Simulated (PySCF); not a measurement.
FH7N2Si2, SMILES N([SiH2]N)[SiH2]F.

Coordinates come from a PBE-D3(BJ)/def2-SVP optimisation. This is a generated structure with no PubChem entry under its InChIKey; it may be hypothetical. The values are those of a single conformer.

Two levels are set side by side: PBE/def2-TZVP (PySCF) and M06-2X/def2-TZVP (PySCF). Same geometry, gas phase. Differences are taken from unrounded values.

```tsv
quantity	PBE
orbital gap (eV)	5.62
highest occupied level (eV)	-6.15
lowest empty level (eV)	-0.52
dipole moment (D)	1.79
mean polarisability (bohr³)	68.4
```

Q: These are the PBE values. What does M06-2X give? (Estimate from the structure and the level; the computed values follow.)

A: 
| quantity | M06-2X | PBE minus M06-2X |
|---|---|---|
| orbital gap (eV) | 9.90 | -4.28 |
| highest occupied level (eV) | -8.96 | 2.81 |
| lowest empty level (eV) | 0.94 | -1.47 |
| dipole moment (D) | 1.72 | 0.08 |
| mean polarisability (bohr³) | 63.6 | 4.9 |

PBE's occupied levels lie high since its potential decays too fast outside the molecule; exact exchange lowers them and widens the gap. PBE's more diffuse valence density responds more strongly to a field. Differences between two approximate levels are no errors against the true value.

Rough cost on one machine, each run with all the roots and properties that it gave: M06-2X against PBE about 3 times.
